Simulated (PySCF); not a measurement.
Cl₅Sb, singlet, at a GFN2-xTB geometry (core potentials on Sb). Base run: DF-R2SCAN/def2-SVP run with PySCF.

The PySCF input:
```python
from pyscf import gto, scf, dft

mol = gto.Mole()
mol.atom = '''
    Sb   -0.000000    0.000000   -0.000000
    Cl    1.969498   -0.363960   -1.232708
    Cl    1.008436   -1.019389    1.912155
    Cl   -1.008436    1.019389   -1.912155
    Cl   -1.692244   -1.633030    0.021874
    Cl   -0.277254    1.996990    1.210834
'''
mol.basis = 'def2-svp'
mol.ecp = {'Sb': 'def2-svp'}
mol.charge = 0
mol.spin = 0
mol.verbose = 4
mol.build()

mf = dft.RKS(mol)
mf.xc = 'r2scan'
mf = mf.density_fit(auxbasis='def2-universal-jkfit')
mf.kernel()
```

Variants of this job, named by their change:

```
change                                        E (Eh)  HOMO (eV)  HOMO-LUMO gap (eV)  core-seconds (rough)                outcome
---------------------------------------  -----------  ---------  ------------------  --------------------  ---------------------
base                                     -2540.58801      -8.09                2.43                    30              converged
functional = mn12l                       -2538.01037      -8.45                2.78                    30              converged
functional = b3lyp; dispersion = d3zero  -2540.77211      -8.71                3.69                    10              converged
functional = x3lyp                       -2540.45414      -8.76                3.84                    10              converged
functional = wb97x                       -2540.65907     -11.58                8.58                    10              converged
functional = m06                         -2540.64380      -8.96                4.09                    20              converged
functional = lc_wpbe                     -2540.00838     -12.03                9.06                    20              converged
functional = b97m_v                                -          -                   -                     -  cut at the time limit
functional = scan                        -2540.86879      -8.09                2.38                    30              converged
functional = m062x                       -2540.48730     -10.54                6.68                    20              converged
functional = hse06                       -2539.97149      -8.72                3.42                    50              converged
functional = m06l                        -2540.82597      -8.12                2.41                    40              converged
functional = pw91,pw91                   -2540.65791      -7.62                2.03                    20              converged
```

Total energies compare only within one method and basis.
